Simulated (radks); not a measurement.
Results of a calculation; reference values are marked as such.
Removal energies from the lanthanum ion La9+, [Kr] 4d10 5s2, by Delta-SCF beside the eigenvalue of the level emptied. Code: a radial shooting solver on a logarithmic mesh with Libxc functionals. Model: scalar-relativistic Kohn-Sham, r2SCAN, spin-polarised, spherical densities, finite nucleus; meta-GGA in the generalised Kohn-Sham scheme; Fermi nuclear charge, rms radius of each element as measured or else 0.836 A^(1/3) + 0.57 fm. Open shells are filled with parallel spins first.

| removed from | final configuration | Delta-SCF (eV) | -eigenvalue (eV) |
|---|---|---|---|
| 5s | [Kr] 4d10 5s1 | 151.99 | 145.48 |
| 4d | [Kr] 4d9 5s2 | 238.67 | 225.49 |
| 4p | [Ar] 3d10 4s2 4p5 4d10 5s2 | 338.85 | 324.91 |
| 4s | [Ar] 3d10 4s1 4p6 4d10 5s2 | 407.54 | 393.13 |
